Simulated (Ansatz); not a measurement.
Frontier orbitals of `[CH3][Ge]([CH3])([OH])[F]`.

```xyz
12

C    -0.239    0.876   -1.452
Ge   -0.351   -0.006    0.268
C     0.948   -1.360    0.705
O    -0.332    1.149    1.610
F    -1.934   -0.752    0.294
H    -0.293    0.139   -2.255
H     0.700    1.425   -1.535
H    -1.069    1.574   -1.565
H     0.921   -2.163   -0.032
H     0.719   -1.769    1.689
H     1.950   -0.928    0.726
H    -1.021    1.815    1.549
```

Charge 0, multiplicity 1. Correlated methods include outer-core shells of Ge, which these sets cover unevenly. Scalar relativity is left out up to krypton. The geometry is a stationary point of PBE0-D4/def2-TZVP. It is one conformer, not always the lowest. Basis def2-TZVPP, the Gaussian-basis code of Ansatz.

A caution on the coupled-cluster cation, which keeps the state that its UHF reference found: large T1 diagnostic of the cation.

```json
{"functional": "PBE", "HOMO (eV)": "-6.98", "LUMO (eV)": "-0.31", "gap (eV)": "6.67"}
{"functional": "B97M-V", "HOMO (eV)": "-7.43", "LUMO (eV)": "-0.11", "gap (eV)": "7.32"}
{"functional": "PBE0", "HOMO (eV)": "-8.50", "LUMO (eV)": "0.56", "gap (eV)": "9.06"}
{"functional": "ωB97M-V", "HOMO (eV)": "-10.77", "LUMO (eV)": "2.02", "gap (eV)": "12.79"}
```

(1) What is the vertical ionisation energy at frozen-core CCSD(T)/def2-TZVPP? (Best estimate.)

Results:

(1) The calculation gave: 11.01 eV (T1 of the cation 0.091).

From PBE to PBE0 the HOMO moves by −1.52 eV and the LUMO by +0.86 eV, and with ωB97M-V by −3.79 and +2.32 eV, so the gap grows from 6.67 to 12.79 eV with exact exchange. A positive LUMO is unbound and depends on the basis. −ε(HOMO) differs from that ionisation energy by −4.03 eV with PBE and −0.23 eV with ωB97M-V.
